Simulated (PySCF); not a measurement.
# Ta³⁺ (tantalum, charge +3) across methods

[Xe] 4f14 5d2, high-spin 3F determinant. Computed with PySCF 2.14 in x2c-TZVPPall, with the spin-free X2C one-electron Hamiltonian (Gaussian nucleus). The B2PLYP total includes its PT2 part (frozen core); its orbital energies are those of the SCF part.

| method | E (hartree) | mean ε 4f α (eV) | mean ε 4f β (eV) | mean ε 5d α (eV) | Σ⟨r²⟩ (bohr²) | ⟨S²⟩ |
| --- | --- | --- | --- | --- | --- | --- |
| PBE | -15603.48 | -53.175 | -52.957 | -30.111 | 35.06 | 2.001 |
| r2SCAN | -15603.59 | -53.481 | -53.224 | -30.466 | 34.85 | 2.002 |
| B2PLYP | -15602.23 | -61.581 | -61.328 | -32.985 | 34.93 | 2.002 |
| PBE0 | -15603.26 | -57.352 | -57.116 | -31.629 | 34.91 | 2.001 |
| UHF | -15598.41988 | -68.852 | -68.594 | -35.434 | 34.81 | 2.004 |
| revPBE | -15603.91 | -53.085 | -52.873 | -30.084 | 35.03 | 2.001 |
| PW91 | -15605.07 | -53.282 | -53.062 | -30.172 | 35.04 | 2.001 |

(1) Estimate the same row for LDA.

Spin-orbit coupling, absent here, splits the open shell strongly.

Answers

(1) E (hartree) = -15593.35; mean ε 4f α (eV) = -53.582; mean ε 4f β (eV) = -53.349; mean ε 5d α (eV) = -30.108; Σ⟨r²⟩ (bohr²) = 35.04; ⟨S²⟩ = 2.000.
